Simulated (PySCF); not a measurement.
Species: C3H12SSi2.
Atom-mapped SMILES: `[CH3:1][CH2:2][CH2:3][SiH2:4][S:5][SiH3:6]` (hydrogens: H7, H8, H9 on C1; H10, H11 on C2; H12, H13 on C3; H14, H15 on Si4; H16, H17, H18 on Si6)

Geometry (GFN2-xTB, Å), atoms numbered from 1 in this order:
```xyz
18
C3H12SSi2 angstrom
C     -3.3497   -0.1258    0.2792
C     -2.0146    0.3453   -0.2853
C     -0.8375   -0.3343    0.4061
Si     0.8304    0.2339   -0.2768
S      2.3322   -0.8415    0.8294
Si     4.1662   -0.1309   -0.0131
H     -3.4130    0.0963    1.3424
H     -4.1764    0.3697   -0.2252
H     -3.4591   -1.2004    0.1485
H     -1.9318    1.4274   -0.1648
H     -1.9788    0.1343   -1.3562
H     -0.8864   -0.1339    1.4786
H     -0.9331   -1.4166    0.2956
H      0.9938   -0.0926   -1.6931
H      1.0593    1.6642   -0.0744
H      4.2380    1.3118    0.1820
H      5.1790   -0.8559    0.7318
H      4.1729   -0.4449   -1.4363
```

Computed, not measured: TDDFT wB97X-D/def2-SVPD, vertical, gas phase, core orbitals frozen in the response (PySCF 2.14.0, density-fitted response routines).

Ground-to-excited transition dipoles (e·a0, same axes as the geometry; the sign carries no meaning), for the states with f of 0.002 or more among the lowest 8:

| state | E (eV) | μx | μy | μz |
| --- | --- | --- | --- | --- |
| S1 | 6.098 | 0.009 | 0.251 | 0.232 |
| S5 | 7.367 | -0.389 | 0.141 | -0.136 |
| S6 | 7.541 | 0.080 | 0.396 | -0.432 |
| S7 | 7.805 | 0.009 | 0.263 | 0.243 |
| S8 | 7.855 | 0.132 | 0.074 | -0.084 |

(1) Work out the oscillator strengths.

(2) Label these states by symmetry in Cs.

(3) What angle do the transition dipoles of S1 and S7 make?

(4) What peak molar absorption coefficient would the strongest computed level give as a lone Gaussian band 0.5 eV wide at half height?

Results:

(1) f = (2/3) ΔE |μ|² with ΔE in hartree (27.2114 eV).

```csv
state,|μ|² (au),|μ| (D),f
S1,0.117,0.87,0.017
S5,0.189,1.11,0.034
S6,0.350,1.50,0.065
S7,0.129,0.91,0.025
S8,0.030,0.44,0.006
```

(2) From a totally symmetric ground state, an allowed state transforms like the component of the dipole operator along its μ. Polarised normal to the mirror plane, so A″: S1 and S7. Polarised in the mirror plane, so A′: S5, S6 and S8.

(3) |cos θ| = |μa·μb| / (|μa| |μb|) = 1.00, so θ ≈ 0° (taken between 0 and 90°, since the signs are arbitrary).

(4) ε(max) = 2.175×10⁸ f / FWHM, with the width in cm⁻¹. S6: 2.175×10⁸ × 0.0647 / 4033 ≈ 3500 L mol⁻¹ cm⁻¹.

One conformer stands for the species.

Without π bonds the low states may be Rydberg-like; a valence basis with one diffuse set may place them up to an eV too high.
